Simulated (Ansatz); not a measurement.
Isolated molecules relaxed with PBE0-D4/def2-TZVP in Ansatz; ΔE leaves out vibrations. CCSD(T)/CBS adds triple-zeta CCSD(T) − MP2 to the extrapolated MP2 energy (def2 sets, frozen cores). Functionals use def2-TZVPP. One conformer a species, not always the lowest.

Consider the isomerisation: `CC[SiH2]N` → `CCN[SiH3]`.

`CC[SiH2]N`:

Cartesian coordinates in Å:
```
C 1.933 -0.159 -0.198
C 0.510 -0.696 -0.075
Si -0.766 0.650 0.172
N -2.345 -0.035 0.265
H 2.236 0.380 0.704
H 2.657 -0.963 -0.355
H 2.027 0.535 -1.037
H 0.430 -1.399 0.761
H 0.241 -1.263 -0.974
H -0.579 1.649 -0.928
H -0.550 1.370 1.458
H -2.717 -0.551 -0.516
H -3.076 0.482 0.725
```

`CCN[SiH3]`:

```xyz
13

C    -1.289    0.197    1.470
C    -0.015   -0.254    0.783
N     0.221    0.471   -0.450
Si    1.060   -0.188   -1.793
H    -2.150    0.057    0.813
H    -1.456   -0.364    2.393
H    -1.233    1.257    1.732
H    -0.092   -1.319    0.536
H     0.830   -0.164    1.482
H     0.234    1.472   -0.329
H     0.971    0.798   -2.901
H     0.412   -1.473   -2.174
H     2.506   -0.490   -1.561
```

| level | ΔE (eV) |
| --- | --- |
| r2SCANh-D4 | 0.70 |
| B2PLYP | 0.66 |
| LC-ωPBE | 0.68 |
| CCSD(T)/def2-TZVPP | 0.66 |

What does CCSD(T)/CBS give? (Estimate.)

Computed: +0.69 eV. The listed levels differ from it by 0.01, -0.03, -0.01, -0.03 eV.

Largest T1 diagnostic among the species: 0.010.

In def2-TZVPP, CCSD(T) changes the Hartree–Fock value by +0.08 eV (the triples alone add +0.00 eV) and MP2 by +0.11 eV. At CCSD(T), def2-SVP lies −0.23 eV from the extrapolated value and def2-TZVPP −0.03 eV.
